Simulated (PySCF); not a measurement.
**Field gradients at the hydrogen positions**

Compound: decane, C₁₀H₂₂.
Geometry (PBE0-D3(BJ)/def2-SVP, Å), atoms numbered from 1 in this order:
```xyz
32
C10H22 angstrom
C     -5.5750   -0.8351    0.0501
C     -4.3592   -0.0697   -0.4471
C     -3.0428   -0.5887    0.1151
C     -1.8207    0.1729   -0.3766
C     -0.5050   -0.3430    0.1879
C      0.7158    0.4214   -0.3029
C      2.0317   -0.0868    0.2686
C      3.2476    0.6832   -0.2303
C      4.5760    0.2526    0.3853
C      4.9924   -1.1737    0.0563
H     -5.6586   -0.7829    1.1477
H     -5.5148   -1.9013   -0.2224
H     -6.5094   -0.4366   -0.3735
H     -4.4638    0.9999   -0.1921
H     -4.3214   -0.1086   -1.5503
H     -3.0775   -0.5500    1.2195
H     -2.9338   -1.6591   -0.1394
H     -1.9311    1.2431   -0.1231
H     -1.7853    0.1330   -1.4807
H     -0.5411   -0.3030    1.2920
H     -0.3928   -1.4131   -0.0655
H      0.5998    1.4925   -0.0552
H      0.7553    0.3764   -1.4066
H      2.1377   -1.1587    0.0262
H      1.9953   -0.0332    1.3725
H      3.0925    1.7580   -0.0304
H      3.3085    0.5910   -1.3306
H      4.5221    0.3767    1.4818
H      5.3641    0.9460    0.0459
H      4.2871   -1.9140    0.4646
H      5.9853   -1.4068    0.4702
H      5.0416   -1.3324   -1.0335
```

Level: PBE0/pcSseg-1 (PySCF, non-relativistic); Q(2H) = 0.00286 b; rigid geometry, the same for H and D, with no vibrational averaging.

**Question.** Give the electric field gradient Vzz (the principal value of largest size), its asymmetry and the 2H coupling at each hydrogen.

**Answer.** 
| atom | bonded to | bond length (Å) | Vzz (au) | η | χzz (kHz) |
| --- | --- | --- | --- | --- | --- |
| H11 | C1 | 1.102 | 0.2902 | 0.02 | 195 |
| H12 | C1 | 1.102 | 0.2902 | 0.02 | 195 |
| H13 | C1 | 1.101 | 0.2935 | 0.02 | 197 |
| H14 | C2 | 1.105 | 0.2829 | 0.03 | 190 |
| H15 | C2 | 1.105 | 0.2829 | 0.03 | 190 |
| H16 | C3 | 1.106 | 0.2813 | 0.03 | 189 |
| H17 | C3 | 1.106 | 0.2813 | 0.03 | 189 |
| H18 | C4 | 1.105 | 0.2815 | 0.03 | 189 |
| H19 | C4 | 1.105 | 0.2815 | 0.03 | 189 |
| H20 | C5 | 1.105 | 0.2816 | 0.03 | 189 |
| H21 | C5 | 1.105 | 0.2816 | 0.03 | 189 |
| H22 | C6 | 1.105 | 0.2814 | 0.03 | 189 |
| H23 | C6 | 1.105 | 0.2816 | 0.03 | 189 |
| H24 | C7 | 1.104 | 0.2836 | 0.03 | 191 |
| H25 | C7 | 1.106 | 0.2812 | 0.03 | 189 |
| H26 | C8 | 1.104 | 0.2837 | 0.03 | 191 |
| H27 | C8 | 1.106 | 0.2812 | 0.02 | 189 |
| H28 | C9 | 1.105 | 0.2828 | 0.02 | 190 |
| H29 | C9 | 1.103 | 0.2855 | 0.02 | 192 |
| H30 | C10 | 1.101 | 0.2919 | 0.02 | 196 |
| H31 | C10 | 1.101 | 0.2936 | 0.02 | 197 |
| H32 | C10 | 1.102 | 0.2899 | 0.02 | 195 |

**Question.** Give the 2H NMR doublet splittings at H27 for a magnetic field along the z, y and x axes of the gradient: 3χ/2, 3χ(1 + η)/4, 3χ(1 − η)/4.

**Answer.** With |χ| = 189.0 kHz and η = 0.025: 284, 145 and 138 kHz, to first order and without motion.

Geometry: PBE0-D3(BJ)/def2-SVP, one conformer, isolated molecule. These gradients aren't converged with respect to the basis.

The run behind these numbers computed NMR shieldings as well. Hardware: one thread, Arm Neoverse V1, on a shared host. Cost: 93 s.
